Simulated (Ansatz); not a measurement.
```yaml
crystal:
  periodic: [false, false, false]
  atoms:
    - {symbol: Ti, position_ang: [1.036446, 0.814709, 0.751678]}
    - {symbol: Ti, position_ang: [-1.260262, 0.357663, -0.616519]}
    - {symbol: S, position_ang: [0.223806, -1.172372, -0.135159]}
basis:
  gaussian: {orbitals: def2-mTZVP}
total_charge: 2
hamiltonian: {xc: {name: B97}}
scf: {omitted_lower_state_checks: [starts]}
```

```sh
$ ansatz run in.yaml --threads 4 --pin off --events-out ev --progress --plain --max-ram 3916MiB
```

Shortened log:

```
Functional definition: B97
870 factors; integrals over basis functions are off by at most 3.6e-4 eV
mean field evaluation 1: about -57022.4955 eV, gradient 7.8e1 eV
mean field evaluation 2: about -56566.2397 eV, gradient 4.3e2 eV
mean field evaluation 4: about -57034.3145 eV, gradient 4.2e1 eV
mean field evaluation 8: about -57038.8540 eV, gradient 7.6e0 eV
mean field evaluation 16: about -57039.0286 eV, gradient 8.0e-1 eV
mean field evaluation 32: about -57039.0299 eV, gradient 7.5e-5 eV
mean field -57039.02992123 eV, -2096.1456871622 hartree, gradient 2.6e-5 eV, S^2 0.000000; 0 other end points of the search recorded, 0 dependent functions left out
reference -57039.02995139 eV, -2096.1456882704 hartree; 29, 29 occupied and 59, 59 virtual orbitals, 870 factors
Total energy: -57039.02995139 eV, -2096.1456882704 hartree
Checks for a lower state left out: starts
```

Hardware: 4 threads of Arm Neoverse V2 on a shared host. Wall time 4.5 s.

This restricted singlet of an open-shell metal wasn't tested against broken symmetry.
